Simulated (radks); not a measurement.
All-electron atom: Ni II in [Ar] 3d9.

Method: scalar-relativistic Kohn-Sham, r2SCAN, spin-polarised, spherical densities, finite nucleus; open shells are filled with parallel spins first; meta-GGA in the generalised Kohn-Sham scheme; Fermi nuclear charge, rms radius 3.7757 fm; computed with a radial shooting solver on a logarithmic mesh with Libxc functionals.

Energy parts (eV):
total: -41376.103
kinetic: 41951.200
electron-nucleus: -99221.356
Hartree: 17623.623
exchange-correlation: -1729.571

Orbitals (lengths in bohr, moments of r in powers of bohr; r(max) is where P^2 peaks):
\begin{tabular}{lrrrr}
orbital & occ. & eigenvalue (eV) & r(max) & <r> \\ \hline
1s up & 1 & -8241.791 & 0.03540 & 0.05410 \\
1s down & 1 & -8241.795 & 0.03540 & 0.05410 \\
2s up & 1 & -994.4649 & 0.2043 & 0.2445 \\
2s down & 1 & -993.7803 & 0.2043 & 0.2444 \\
2p up & 3 & -854.2181 & 0.1649 & 0.2152 \\
2p down & 3 & -853.6999 & 0.1648 & 0.2151 \\
3s up & 1 & -118.5093 & 0.6399 & 0.7432 \\
3s down & 1 & -117.1029 & 0.6403 & 0.7442 \\
3p up & 3 & -77.5235 & 0.6491 & 0.7850 \\
3p down & 3 & -76.1322 & 0.6496 & 0.7866 \\
3d up & 5 & -13.4795 & 0.6412 & 1.052 \\
3d down & 4 & -12.2520 & 0.6441 & 1.081 \\
\end{tabular}

The highest occupied level is 3d down at -12.252 eV. Spin moment in Bohr magnetons: 1. The electron density at the nucleus is 1.975e+04 e/bohr^3 (large components only).
